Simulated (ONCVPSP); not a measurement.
## Debugging a pseudopotential input (tin (Sn), ONCVPSP 4.0.1)

Command:

```bash
oncvpsp.x < Sn.dat > Sn.out
```

Input:

```
# ATOM AND REFERENCE CONFIGURATION
# atsym  z   nc   nv     iexc    psfile
  Sn 50.00    6    5        1      upf
#
#   n    l    f
    1    0    2.00
    2    0    2.00
    2    1    6.00
    3    0    2.00
    3    1    6.00
    3    2   10.00
    4    0    2.00
    4    1    6.00
    4    2   10.00
    5    0    2.00
    5    1    2.00
#
# PSEUDOPOTENTIAL AND OPTIMIZATION
# lmax
    2
#
#   l,   rc,      ep,       ncon, nbas, qcut
    0    1.45    0.00    3    8    9.60
    1    1.35    0.00    4    8    9.20
    2    1.60    0.00    4    8   11.60
#
# LOCAL POTENTIAL
# lloc, lpopt,  rc(5),   dvloc0
    4    1    1.00    2.00
#
# VANDERBILT-KLEINMAN-BYLANDER PROJECTORs
# l, nproj, debl
    0    2    3.50
    1    2    1.60
    2    2    3.70
#
# MODEL CORE CHARGE
# icmod, fcfact, rcfact
    3    5.25    1.25
#
# LOG DERIVATIVE ANALYSIS
# epsh1, epsh2, depsh
   -6.00    5.00    0.04
#
# OUTPUT GRID
# rlmax, drl
    6.00    0.01
#
# TEST CONFIGURATIONS
# ncnf
    4
# nvcnf
#   n    l    f
    5
    4    0    2.00
    4    1    6.00
    4    2   10.00
    5    0    2.00
    5    1    1.00
#
    5
    4    0    2.00
    4    1    6.00
    4    2   10.00
    5    0    2.00
    5    1    0.00
#
    5
    4    0    2.00
    4    1    6.00
    4    2   10.00
    5    0    1.00
    5    1    0.00
#
    5
    4    0    2.00
    4    1    6.00
    4    2   10.00
    5    0    1.00
    5    1    3.00
#
```

This is an input that runs to its end, with one change: iexc set to 1.

Q: How does the run end?

A: The program runs through. Ghost flags: none; the largest excitation error among the 4 tests with output is 12.4 meV, against 12.5 meV for the unchanged input.

```
   3   1  6.0000  -25.69911504
   3   2 10.0000  -17.44137873
   4   0  2.0000   -4.95617963   -4.95699411   -8.14D-04
   4   1  6.0000   -3.33613069   -3.33643015   -2.99D-04
   4   2 10.0000   -0.99681608   -0.99681712   -1.04D-06
   5   0  1.0000   -0.43004306   -0.43008789   -4.48D-05
   5   1  3.0000   -0.16768545   -0.16767819    7.26D-06

    Total energies and differences
      AE_ref= -6.16976143D+03  AE_tst= -6.16950398D+03  dif=  2.57D-01
      PS_ref= -2.14642993D+02  PS_tst= -2.14385501D+02  dif=  2.57D-01
      PSP excitation error= -4.47D-05
```
